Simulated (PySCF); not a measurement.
A structure optimised at r2SCAN-D4/def2-SVP, used in a PySCF frequency run:

```xyz
13

N      2.2611     0.0727     0.0000
C      0.8749     0.0084     0.0000
C      0.1582     0.0035     1.2159
C     -1.2440    -0.0043     1.2216
C     -1.8867    -0.0067     0.0000
C     -1.2440    -0.0043    -1.2216
C      0.1582     0.0035    -1.2159
H      2.7178    -0.2560     0.8429
H      2.7178    -0.2560    -0.8429
H      0.7074     0.0105     2.1640
H     -1.7888    -0.0096     2.1711
H     -1.7888    -0.0096    -2.1711
H      0.7074     0.0105    -2.1640
```
Charge 0, spin multiplicity 2.

### Question
Write its SMILES, formula and point group.

### Answer
Nc1cc[c]cc1, C₆H₆N, Cs

### Question
What are its rotational constants (standard atomic weights)?

### Answer
5.4973, 2.7500, 1.8356 GHz
